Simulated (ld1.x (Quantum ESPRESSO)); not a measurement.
## What one change does to a pseudopotential (caesium (Cs), TM)

```json
{"Element": "Cs (Z = 55)", "Generator": "ld1.x (Quantum ESPRESSO) 7.5", "Type": "norm-conserving Troullier–Martins (Kleinman–Bylander form)", "Functional": "BLYP", "Relativity": "scalar-relativistic", "Frozen core": "[Kr] 4d10 5s2", "Valence charge": "7", "Reference configuration": "5p6 5d0 6s0 6p0 (charge +1)", "Partial waves": "6s (bound, empty): rc 3.90 bohr; 5p (bound): rc 2.00 bohr; 5d (bound, empty): rc 4.20 bohr", "Local potential": "the d channel", "Core correction": "none"}
```

All-electron outer shells of the reference configuration (BLYP, scalar-relativistic, ld1.x):

```
shell  level (eV)  outermost node (bohr)  outermost maximum (bohr)
   5s      -31.78                   0.82                      1.54
   5p      -18.47                   0.89                      1.76
   6s       -5.79                   2.09                      4.18
   5d       -4.41                   1.05                      2.91
   6p       -3.58                   2.53                      5.30
```

Change: core correction a·sin(br)/r model core inside 0.96 bohr.

Cutoffs: the cutoffs (Ry, on a coarse ladder) from which the occupation-weighted sum of valence levels, in a spherical-Bessel basis at the reference potential, stays within 10 and 1 mRy of its value at 400 Ry; they do not see the model core or the augmentation charge, which bear on the density cutoff. Errors are all-electron minus pseudo energies relative to the spin-unpolarised reference configuration.

Q: Predict the effect on cutoff, ghosts and configuration errors.

A: The potential gets neither clearly harder nor softer (25 Ry and 45 Ry → 25 Ry and 45 Ry); both files keep a bound ghost (s); of the 5 tests that both files solve, the error grows in 0 and shrinks in 5 by more than 15 % and 0.3 meV (median size 5.3 → 0.9 meV). Exchange and correlation are not linear in the density, so unscreening with the valence charge alone errs where core and valence overlap; a model core restores that term. A model core, the more so a compact one, raises the density cutoff, which this test does not measure.

| quantity | base | changed |
| --- | --- | --- |
| cutoff, loose | 25 Ry | 25 Ry |
| cutoff, tight | 45 Ry | 45 Ry |
| bound ghosts | s | s |
| tests counted (converged, no solver errors) | 5 of 6 | 5 of 6 |
| error for 5p6 5d0 6s1 6p0, meV [ΔE -3.88 eV] | +5.3 | -2.5 |
| error for 5p6 5d0 6s0.5 6p0, meV [ΔE -2.42 eV] | +2.7 | -0.3 |
| error for 5p6 5d0 6s0 6p1, meV [ΔE -2.42 eV] | +3.0 | +0.6 |
| error for 5p6 5d1 6s0 6p0, meV [ΔE -2.16 eV] | +5.3 | -0.9 |
| error for 5p6 5d0.5 6s0.5 6p0, meV [ΔE -3.02 eV] | +5.6 | -1.2 |
| s: phases at 4.53 bohr within 0.05 rad from the reference energy up to (Ry; the scan ends near 5) | 1.0 | 1.0 |
| p: phases at 4.53 bohr within 0.05 rad from the reference energy up to (Ry; the scan ends near 5) | 1.6 | 1.6 |
| d: phases at 4.53 bohr within 0.05 rad from the reference energy up to (Ry; the scan ends near 5) | 0.6 | 0.6 |

Base: Tests not counted: 5p5 5d0 6s1 6p0 (solver errors, printed error -1.5 eV). ld1.x printed “convergence not achieved” for 3 of the counted tests; their residual had stalled under 1e-8, short of the target of 1e-14. Changed file: Tests not counted: 5p5 5d0 6s1 6p0 (solver errors, printed error -1.2 eV). A true bound ghost makes a file unfit for plane-wave use even where its test errors are small: the radial tests pick states by their node count and pass the ghost by. Where a test does run into it, the solver fails or the error is huge.
